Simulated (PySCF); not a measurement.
# Static response to an electric field

BGeH6NO.
Structure used (PBE0-D3(BJ)/def2-SVP), in Å, numbered top down from 1:
```
atom  x, y, z in Å
N1     1.5708   -0.4995    0.2646
B2     1.0707    0.4816   -0.6112
O3    -0.2539    0.7926   -0.7365
Ge4   -1.6579    0.1032    0.1219
H5     1.0103   -1.0722    0.8825
H6     2.5600   -0.6955    0.3227
H7     1.8607    1.0941   -1.2995
H8    -1.7377   -1.4071   -0.1758
H9    -1.4845    0.3352    1.6359
H10   -2.8779    0.8504   -0.4266
```

Level: wB97X-D/def2-SVPD (PySCF), static field, nuclei fixed, core orbitals frozen in the response. The polarisability tensor in these axes (au):

```
x   66.00 -1.10 -1.14
y   -1.10 53.27 -3.38
z   -1.14 -3.38 52.96
```

Task: Diagonalise the tensor; give its mean and Δα, where Δα² is half the sum of the squared differences of the eigenvalues.

Result: Principal values 49.58, 56.50 and 66.15 au; mean 57.41 au = 8.51 Å³ = 9.47 × 10⁻⁴⁰ C²·m²/J; Δα = 14.42 au (25 % of the mean).

Task: What is the dipole moment, and where does it point?

Result: (-0.40, -1.71, 1.70) D, 2.44 D in size, pointing from the negative to the positive side. Measured along this direction, the outermost atoms are H7 at the negative end and H5, H8 and H9 at the positive end.

Task: Estimate the molar refractivity from the static electronic polarisability.

Result: Lorentz–Lorenz: R = (4π/3)N_A α = 2.5225 cm³/(mol·Å³) × 8.51 Å³ = 21.5 cm³/mol, in the limit of long wavelengths.

Task: In TDDFT the mean static polarisability is Σ f/ω² over all singlet excitations (ω in hartree). How much of it do the 10 lowest give? Their energies (eV) and oscillator strengths: 7.12, 0.0256; 7.57, 0.0228; 7.74, 0.0490; 8.20, 0.0152; 8.21, 0.0429; 8.27, 0.0178; 8.29, 0.0070; 8.35, 0.1117; 8.48, 0.0007; 8.78, 0.0299.

Result: They add up to 3.66 au, 6.4 % of the 57.41 au; the largest single term is 1.19 au, from the state at 8.35 eV. Terms in order: 0.37, 0.30, 0.61, 0.17, 0.47, 0.19, 0.08, 1.19, 0.01, 0.29 au. Higher excitations give the rest. The strengths listed sum to 0.323.

Task: What depolarisation ratio follows for Rayleigh scattering of linearly polarised light, taking the static tensor?

Result: ρ = 3Δα²/(45ᾱ² + 4Δα²) = 623.6/(148310 + 831.5) = 0.00418.

Isolated species at its PBE0-D3(BJ)/def2-SVP geometry (one conformer only). The calculation is non-relativistic, for germanium too.
